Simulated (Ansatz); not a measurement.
Gas-phase electronic energies from Ansatz, PBE0-D4/def2-TZVP geometries. CBS: MP2 limit from def2 TZ/QZ plus the TZ coupled-cluster correction, frozen cores. This one scheme is used for every species. DFT in def2-TZVPP.

Consider the silylene formation by 1,1-elimination: `B[Si](C)(F)Cl` → `BCl` + `C[Si]F`.

`B[Si](C)(F)Cl`:

Cartesian coordinates in Å:
```
B -0.308 -1.518 1.068
Si 0.367 -0.287 -0.354
C -0.349 1.409 -0.531
F 0.382 -0.959 -1.805
Cl 2.333 -0.140 0.276
H -0.676 -1.079 2.117
H -0.258 -2.703 0.934
H -0.329 1.933 0.427
H 0.223 1.990 -1.258
H -1.385 1.354 -0.874
```

`BCl`:

Z-matrix (Å, degrees):
```
B
Cl 1 1.733
H 1 1.190 2 118.1
H 1 1.190 2 118.1 3 180.0
```

`C[Si]F`:

```xyz
6

C    -0.387    0.385    0.070
Si    1.389   -0.198    0.323
F     1.268   -1.639   -0.410
H    -0.572    1.371    0.500
H    -0.615    0.417   -1.003
H    -1.082   -0.336    0.519
```

```tsv
level	ΔE (kJ/mol)
PBE-D4	182.1
ωB97M-V	176.3
```

Question: What does CCSD(T)/CBS give? (Estimate.)

Answer: Computed: +185.8 kJ/mol. The listed levels differ from it by -3.7, -9.5 kJ/mol.

Largest T1 diagnostic among the species: 0.014.

The D4 term adds +16.2 kJ/mol with B3LYP and +8.9 kJ/mol with PBE0; it sums over pairs of atoms, weighted by their polarisabilities, and B3LYP, whose exchange is more repulsive, gets the larger term. From PBE to PBE0 (25 % exact exchange), in def2-TZVPP and without D4, ΔE moves by +16.0 kJ/mol.

B3LYP here is the variant with VWN-RPA as its local correlation; programs differ in this.
